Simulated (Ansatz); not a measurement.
A structure relaxed at PBE0-D4/def2-TZVP, charge 0, multiplicity 1:

```xyz
8

N     1.402   -0.212    0.136
Ti   -0.391   -0.111   -0.327
O    -1.134    1.042    0.783
F    -0.518    0.333   -2.025
Cl   -1.344   -2.101   -0.110
H     1.786    0.139    1.003
H     2.116   -0.650   -0.429
H    -1.916    1.560    0.969
```

Give its formula and SMILES.

ClFH3NOTi, `[NH2][Ti]([OH])([F])[Cl]`.

Summarise the bond lengths by kind.

1 × N–Ti 1.854 Å; 2 × H–N 1.010 to 1.011 Å; 1 × O–Ti 1.765 Å; 1 × F–Ti 1.759 Å; 1 × Cl–Ti 2.218 Å; 1 × H–O 0.957 Å.

Results of the Gaussian-basis code of Ansatz.
